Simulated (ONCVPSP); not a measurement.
# Before and after: ONCV potential for chromium (Cr)

ONCVPSP 4.0.1 input, shortened (lines: element, Z, core and valence counts, functional; n l f; lmax; l rc ep ncon nbas qcut; lloc lpopt rc5 dvloc0; l nproj debl; icmod fcfact rcfact), PBE, scalar-relativistic:

```
  Cr 24.00    5    2        4      upf
    1    0    2.00
    2    0    2.00
    2    1    6.00
    3    0    2.00
    3    1    6.00
    3    2    5.00
    4    0    1.00
    2
    0    2.35    0.00    4    8    3.00
    1    2.30    0.11    3    6    4.30
    2    1.20    0.00    5    9   14.20
    4    5    0.75    1.00
    0    3    2.50
    1    2    0.50
    2    2    3.60
    3    4.75    1.65
```

Change: core correction Teter function, fcfact 4.75, rcfact 1.28.

Cutoffs: the cutoffs (Ha) at which the residual kinetic energy of the hardest occupied pseudo-wave falls to 1 and 0.1 mHa per electron; they do not see the model core or the augmentation charge, which bear on the density cutoff. Errors are all-electron minus pseudo energies relative to the spin-unpolarised reference configuration.

Question: Predict the effect on cutoff, ghosts and configuration errors.

Answer: The potential gets neither clearly harder nor softer (71 Ha and 83 Ha → 71 Ha and 83 Ha); both files keep a bound ghost (p, s); of the 3 tests that both files solve, the error grows in 0 and shrinks in 2 by more than 15 % and 0.3 meV (median size 143.1 → 21.4 meV). A model core, the more so a compact one, raises the density cutoff, which this test does not measure.

| quantity | base | changed |
| --- | --- | --- |
| cutoff, loose | 71 Ha | 71 Ha |
| cutoff, tight | 83 Ha | 83 Ha |
| bound ghosts | s, p | s, p |
| GHOST(+) flags under 300 eV | s at 193.9 eV | s at 193.9 eV |
| tests with a reliable result | 3 of 4 | 3 of 4 |
| error for 3d5 4s0, meV [ΔE 6.90 eV] | -113 | -13 |
| error for 3d4 4s0, meV [ΔE 22.95 eV] | -354 | -21 |
| error for 3d4 4s2, meV [ΔE -0.10 eV] | -143 | -125 |
| s: phases at 2.38 bohr within 0.05 rad from the reference energy up to (Ha; the scan ends near 5) | n/a | n/a |
| p: phases at 2.34 bohr within 0.05 rad from the reference energy up to (Ha; the scan ends near 5) | 3.1 | 3.1 |
| d: phases at 1.22 bohr within 0.05 rad from the reference energy up to (Ha; the scan ends near 5) | to the end of the scan | to the end of the scan |
| rms error of d²Exc/dni dnj with the model core, mHa | 5.48 | 6.47 |

 A true bound ghost makes a file unfit for plane-wave use even where its test errors are small: the radial tests pick states by their node count and pass the ghost by.
